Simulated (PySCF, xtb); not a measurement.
C2H5Se2, SMILES [Se]([Se]C)[CH2], multiplicity 2.

Geometry: PBE0-D3(BJ)/def2-SVP. The isomer is the one that the SMILES or the coordinates give; other isomers of the formula were not compared. Other conformers were not sampled.

These are IEF-PCM-PBE0/def2-SVP in PySCF values and carry that method's errors.

The values are the electrostatic part of the solvation free energy, E(continuum) − E(gas) at the gas-phase geometry, in a cavity of scaled van der Waals radii (PySCF's table); cavitation and dispersion terms are not included. The dipole moment in vacuum is 1.44 D.

Computed values in water (ε = 78.36), ethanol (ε = 24.85), ethylethanoate (ε = 5.99):
```tsv
solvent	ε	ΔG(elec) (kcal/mol)	dipole (D)
water	78.36	-2.8	1.96
ethanol	24.85	-2.7	1.94
ethylethanoate	5.99	-2.2	1.83
```

For comparison, GFN2-xTB/ALPB(water) (xtb, at the GFN2-xTB geometry, all terms of that model) gives -0.9 kcal/mol.
